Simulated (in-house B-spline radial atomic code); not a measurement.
## Au³⁺: [Xe] 4f14 5d7 6f1 (an excited or competing configuration)

Level of theory: Dirac-Hartree-Fock, average of configuration, Fermi nucleus of rms radius 5.4371 fm; calculated with a B-spline radial code for spherical atoms.

Z_r = [3n² - l(l+1)]/(2<r>); Z_e = n√(-2ε); the last column is Slater's effective charge. Values are occupation-weighted means over j. An effective charge above Z reflects the relativistic contraction of the inner shells.

```csv
shell,electrons,ε (eV),<r> (bohr),Z_r,Z_e,Slater
1s,2,-81306,0.01687,88.93,77.30,78.70
2s,2,-14531,0.07042,85.20,65.36,74.85
2p,6,-12681,0.06373,78.45,61.06,74.85
3s,2,-3534.3,0.183,73.79,48.35,67.75
3p,6,-2981.4,0.1839,67.99,44.41,67.75
3d,10,-2335.3,0.1678,62.58,39.30,57.85
4s,2,-841.62,0.4069,58.98,31.46,51.25
4p,6,-655.29,0.4313,53.32,27.76,51.25
4d,10,-414.62,0.4579,45.86,22.08,39.85
5s,2,-174.91,0.934,40.15,17.93,21.35
4f,14,-151.59,0.4949,36.37,13.35,28.45
5p,6,-121.53,1.058,34.50,14.94,21.35
5d,7,-57.209,1.379,25.02,10.25,8.90
6f,1,-9.2949,7.12,6.74,4.96,4.00
```

The least bound orbital is 6f5/2 at -9.291 eV, and it is also the most diffuse (<r> = 7.121 bohr).

Spin-orbit splittings of the orbital energies (j = l + 1/2 above j = l - 1/2 when positive): 2p 1839 eV, 3p 411.3 eV, 3d 87.57 eV, 4p 99.85 eV, 4d 18.85 eV, 4f 3.99 eV, 5p 17.63 eV, 5d 1.985 eV, 6f -0.007233 eV.

For the 1s electron the small component carries 9 % of the norm, the zero-frequency Breit interaction raises the level by 302.8 eV, self-energy by 193.7 eV, and vacuum polarisation lowers it by 39.49 eV.
